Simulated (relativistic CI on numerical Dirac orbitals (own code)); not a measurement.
## Electric-dipole transitions in Er²²⁺

Computed by Dirac-Coulomb-Breit CI, orbitals from a KLI potential per configuration, model QED (radiative potential, 1s self-energy scaled to tabulated hydrogen-like ionisation energies), unscaled Slater integrals (own radial code, finite nucleus).

Configurations in the expansion (outside the closed core [Ar] 3d10): 4s2.4p6.4d10, 4s2.4p6.4d9.4f, 4s2.4p5.4d10.4f, 4s2.4p6.4d9.5s, 4s.4p6.4d10.4f, 4s2.4p6.4d9.5p, 4s2.4p6.4d9.5d, 4s2.4p5.4d10.5s, 4s2.4p6.4d9.5f, 4s2.4p5.4d10.5p, 4s2.4p6.4d9.6s, 4s2.4p6.4d9.5g, 4s2.4p6.4d9.6p, 4s2.4p6.4d9.6d, 4s2.4p5.4d10.5d, 4s.4p6.4d10.5s, 4s2.4p6.4d9.6f, 4s2.4p6.4d9.7s, 4p6.4d10.4f2, 4p6.4d9.4f3, 4p5.4d10.4f3, 4p6.4d9.4f2.5s, 4p6.4d9.4f2.5p, 4p6.4d9.4f2.5d. Double excitations out of closed p, d and f shells are left out; levels of such configurations are missing from the list, as are those of other unlisted configurations, and high levels can miss mixing partners. These lack a partner that the ground configuration has and come out too high: 4s2.4p5.4d10.5s, 4s2.4p6.4d9.5f, 4s2.4p5.4d10.5p, 4s2.4p6.4d9.6s, 4s2.4p6.4d9.5g.

```tsv
λ vac (Å)	Lower	Upper	A (s⁻¹)	log gf	S velocity/length
29.252	4s2.4p6.4d10 1S_0 [1]	4s2.4p6.4d9.5f 1P°_1 [78]	2.10e+12	-0.09	0.97
39.866	4s2.4p6.4d9.4f 3P°_0 [2]	4s2.4p6.4d9.5g 3D_1 [107]	1.17e+12	-0.08	0.89
39.961	4s2.4p6.4d9.4f 3P°_1 [3]	4s2.4p6.4d9.5g 3D_2 [108]	1.34e+12	0.20	0.90
40.246	4s2.4p6.4d9.4f 3P°_2 [4]	4s2.4p6.4d9.5g 3D_3 [111]	1.45e+12	0.39	0.91
40.349	4s2.4p6.4d9.4f 3P°_2 [4]	4s2.4p6.4d9.5g 3D_2 [108]	9.85e+11	0.08	0.90
40.454	4s2.4p6.4d9.4f 3H°_4 [14]	4s2.4p6.4d9.5g 3I_5 [127]	2.20e+12	0.77	0.96
40.490	4s2.4p6.4d9.4f 3H°_5 [5]	4s2.4p6.4d9.5g 3I_6 [110]	2.29e+12	0.86	0.96
40.490	4s2.4p6.4d9.4f 1D°_2 [15]	4s2.4p6.4d9.5g 3D_3 [126]	1.83e+12	0.50	0.92
40.551	4s2.4p6.4d9.4f 3F°_2 [16]	4s2.4p6.4d9.5g 3G_3 [131]	1.89e+12	0.51	0.94
40.589	4s2.4p6.4d9.4f 3H°_6 [6]	4s2.4p6.4d9.5g 3I_7 [109]	2.42e+12	0.95	0.95
40.624	4s2.4p6.4d9.4f 1D°_2 [7]	4s2.4p6.4d9.5g 3G_3 [113]	1.59e+12	0.44	0.94
40.624	4s2.4p6.4d9.4f 3F°_3 [8]	4s2.4p6.4d9.5g 3G_4 [115]	1.47e+12	0.52	0.95
40.676	4s2.4p6.4d9.4f 3G°_4 [9]	4s2.4p6.4d9.5g 1H_5 [119]	1.18e+12	0.51	0.96
40.685	4s2.4p6.4d9.4f 3G°_4 [9]	4s2.4p6.4d9.5g 3G_5 [118]	6.78e+11	0.27	0.95
40.818	4s2.4p6.4d9.4f 1H°_5 [17]	4s2.4p6.4d9.5g 3I_6 [128]	2.34e+12	0.88	0.96
40.852	4s2.4p6.4d9.4f 3F°_4 [10]	4s2.4p6.4d9.5g 1H_5 [119]	8.08e+11	0.35	0.96
40.857	4s2.4p6.4d9.4f 3G°_3 [18]	4s2.4p6.4d9.5g 3G_4 [133]	1.60e+12	0.56	0.95
40.860	4s2.4p6.4d9.4f 3F°_4 [10]	4s2.4p6.4d9.5g 3G_5 [118]	1.19e+12	0.52	0.95
41.006	4s2.4p6.4d9.4f 3G°_4 [19]	4s2.4p6.4d9.5g 3H_5 [135]	2.19e+12	0.78	0.96
41.050	4s2.4p6.4d9.4f 3G°_5 [11]	4s2.4p6.4d9.5g 3H_6 [120]	2.09e+12	0.84	0.96
41.085	4s2.4p6.4d9.4f 1F°_3 [20]	4s2.4p6.4d9.5g 3H_4 [136]	1.29e+12	0.47	0.97
41.117	4s2.4p6.4d9.4f 3D°_3 [13]	4s2.4p6.4d9.5g 1G_4 [122]	1.69e+12	0.58	0.96
57.165	4s2.4p6.4d10 1S_0 [1]	4s2.4p6.4d9.4f 1P°_1 [21]	5.38e+12	0.90	0.64
61.316	4s2.4p6.4d9.4f 1H°_5 [17]	4s2.4p5.4d10.4f 3G_4 [66]	7.93e+11	0.60	0.85
61.445	4s2.4p6.4d9.4f 3H°_4 [14]	4s2.4p5.4d10.4f 3G_3 [63]	7.37e+11	0.47	0.85
75.971	4s2.4p6.4d9.4f 3F°_4 [10]	4s2.4p5.4d10.4f 3F_4 [44]	2.10e+11	0.21	0.82
76.566	4s2.4p6.4d9.4f 3H°_5 [5]	4s2.4p5.4d10.4f 3G_4 [41]	5.83e+11	0.66	0.82
76.633	4s2.4p6.4d9.5s 3D_3 [22]	4s2.4p5.4d10.5s 3P°_2 [68]	7.10e+11	0.50	0.83
76.692	4s2.4p6.4d9.5p 3F°_3 [27]	4s2.4p5.4d10.5p 3D_2 [91]	7.73e+11	0.53	0.84
76.710	4s2.4p6.4d9.4f 3G°_5 [11]	4s2.4p5.4d10.4f 3F_4 [44]	4.44e+11	0.55	0.81
76.796	4s2.4p6.4d9.4f 3H°_6 [6]	4s2.4p5.4d10.4f 3G_5 [40]	5.74e+11	0.75	0.82
77.239	4s2.4p6.4d9.4f 3G°_4 [9]	4s2.4p5.4d10.4f 3F_3 [42]	2.58e+11	0.21	0.81
169.25	4s2.4p6.4d9.5p 3F°_2 [28]	4s2.4p6.4d9.5d 3G_3 [57]	1.19e+11	0.56	1.06
170.05	4s2.4p6.4d9.5p 3F°_3 [27]	4s2.4p6.4d9.5d 3G_4 [47]	1.25e+11	0.69	1.06
177.53	4s2.4p6.4d9.5d 3G_3 [57]	4s2.4p6.4d9.5f 3H°_4 [83]	1.57e+11	0.82	0.95
178.20	4s2.4p6.4d9.5d 3G_4 [47]	4s2.4p6.4d9.5f 3H°_5 [73]	1.56e+11	0.91	0.95
184.03	4s2.4p6.4d9.5d 3D_3 [52]	4s2.4p6.4d9.5f 1G°_4 [79]	1.17e+11	0.73	0.94
184.56	4s2.4p6.4d9.5d 3G_5 [51]	4s2.4p6.4d9.5f 3H°_6 [74]	1.50e+11	1.00	0.95
184.57	4s2.4p6.4d9.5d 3G_4 [60]	4s2.4p6.4d9.5f 3H°_5 [86]	1.50e+11	0.92	0.95
185.15	4s2.4p6.4d9.5d 3F_4 [54]	4s2.4p6.4d9.5f 3G°_5 [81]	1.25e+11	0.85	0.95
205.58	4s2.4p6.4d9.5p 3F°_4 [30]	4s2.4p6.4d9.5d 3G_5 [51]	8.86e+10	0.79	1.07
206.27	4s2.4p6.4d9.5p 3F°_3 [35]	4s2.4p6.4d9.5d 3G_4 [60]	8.81e+10	0.70	1.06
206.63	4s2.4p6.4d9.5p 3D°_3 [33]	4s2.4p6.4d9.5d 3F_4 [54]	6.40e+10	0.57	1.02
242.91	4s2.4p6.4d9.5s 3D_3 [22]	4s2.4p6.4d9.5p 3F°_4 [30]	3.97e+10	0.50	1.11
253.99	4s2.4p6.4d9.5f 3H°_6 [74]	4s2.4p6.4d9.5g 3I_7 [109]	5.76e+10	0.92	1.04
```

Terms are leading LS components. Brackets give the number of a level in order of energy, since labels repeat. The list gives strong lines, with weight on those to low levels, among the lowest 197 of 2670 levels, so that lines to higher ones, which can be the strongest, are missing. Levels whose partners in the same complex of configurations lie outside the list can be far off, and so can their lines. Rates are taken at the computed energies, electric ones in the length gauge. A velocity-to-length ratio far from 1 marks an uncertain rate.

At this charge energies of transitions that change n are usually good to better than 1 %, and those within a shell (Δn = 0) to a few per cent.

LS names give the leading component of a level, which can be under half, so a name can repeat, a term be missing and a line seem to break the LS rules.
